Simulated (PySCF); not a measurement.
SMILES C(c1c(-c2ccsc2)scc1)#N (C9H5NS2) (GFN2-xTB optimised geometry):

```
17

N     -0.526    -3.158     0.000
C      0.027    -2.152     0.000
C      0.758    -0.954     0.000
C      2.180    -0.954     0.000
C      2.699     0.295     0.000
S      1.480     1.509     0.000
C      0.217     0.320     0.000
C     -1.162     0.730     0.000
C     -1.566     2.099     0.000
C     -2.909     2.249     0.000
S     -3.730     0.735     0.000
C     -2.246    -0.112     0.000
H      2.765    -1.857     0.000
H      3.730     0.587     0.000
H     -0.868     2.917     0.000
H     -3.477     3.158     0.000
H     -2.251    -1.183     0.000
```

Calculation: CAM-B3LYP/def2-SVP (PySCF).

What are the frontier orbital energies and the dipole moment?

HOMO-2 -8.91 eV, HOMO-1 -8.65 eV, HOMO -7.59 eV, LUMO -0.73 eV, LUMO+1 0.82 eV; dipole moment 3.94 D.

On the same geometry PBE/def2-SVP (PySCF) gives HOMO-2 -6.65 eV, HOMO-1 -6.37 eV, HOMO -5.57 eV, LUMO -2.51 eV, LUMO+1 -1.31 eV; dipole moment 3.90 D.

Meta-Löwdin charges at CAM-B3LYP/def2-SVP: N1 -0.22, C2 0.11, C3 -0.07, C4 -0.11, C5 -0.23, S6 0.27, C7 -0.07, C8 -0.03, C9 -0.14, C10 -0.23, S11 0.29, C12 -0.23, H13 0.13, H14 0.13, H15 0.11, H16 0.13, H17 0.14.
